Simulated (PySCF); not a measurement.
Species: `c1cc(c(Cl)pc1)SC`. The columns A, B, C and D hold Mulliken, IAO, Hirshfeld and ESP-fitted charges (e) of one PBE0/pcSseg-1 density (PySCF), in a shuffled order. Coordinates in Å (GFN2-xTB); the density's dipole moment is (1.00, -3.70, -0.42) D.

```
atom       x       y       z       A       B       C       D
  C1   2.693  -0.515   0.069  -0.409  -0.516  -0.115  -0.348
  S2   1.833   1.078   0.199  +0.149  +0.183  +0.025  -0.093
  C3   0.121   0.658   0.075  -0.208  -0.104  -0.026  -0.263
  C4  -0.331  -0.642  -0.124  -0.071  -0.163  -0.054  +0.402
  C5  -1.675  -0.962  -0.215  -0.011  -0.129  -0.042  -0.676
  C6  -2.697  -0.044  -0.116  -0.405  -0.391  -0.111  +0.188
  P7  -2.498   1.661   0.126  +0.577  +0.403  +0.094  -0.172
  C8  -0.762   1.726   0.187  -0.396  -0.256  -0.059  +0.176
 Cl9  -0.079   3.303   0.416  -0.052  -0.003  -0.019  -0.053
 H10   3.747  -0.275   0.173  +0.168  +0.178  +0.060  +0.196
 H11   2.388  -1.175   0.876  +0.160  +0.159  +0.049  +0.127
 H12   2.514  -0.964  -0.903  +0.160  +0.158  +0.048  +0.129
 H13   0.386  -1.442  -0.214  +0.099  +0.154  +0.049  +0.047
 H14  -1.929  -2.002  -0.376  +0.102  +0.158  +0.055  +0.244
 H15  -3.717  -0.397  -0.196  +0.137  +0.169  +0.048  +0.098
```

Q: Which column most likely holds the ESP-fitted charges?

A: D. Σ q r misses the density's dipole by 0.10 D (D), 2.43 D (A), 2.88 D (C), 3.21 D (B). Charges fitted to the outside potential are the only set here that is tied to the molecule's multipoles.

Q: And the Hirshfeld charges?

A: C. The mean sizes are 0.057 e (C), 0.207 e (A), 0.208 e (B), 0.214 e (D), and Hirshfeld charges are commonly the smallest of these schemes.

As computed, A = Mulliken, B = IAO, C = Hirshfeld, D = ESP-fitted. Hydrogens on carbon: Mulliken +0.10 to +0.17, IAO +0.15 to +0.18, Hirshfeld +0.05 to +0.06, ESP-fitted +0.05 to +0.24 e.

The ESP scheme is a least-squares fit of atom-centred charges to the potential on four shells outside the van der Waals surface, with the total charge fixed. The Mulliken scheme counts on each atom the diagonal of the density matrix times the overlap matrix over that atom's basis functions.

The structure is a single GFN2-xTB conformer in the gas phase; no vibrational or solvent corrections.

Shape of the structure used: `[CH3:1][S:2][c:3]1[cH:4][cH:5][cH:6][p:7][c:8]1[Cl:9]`: C1–S2–C3–C4 -2°.
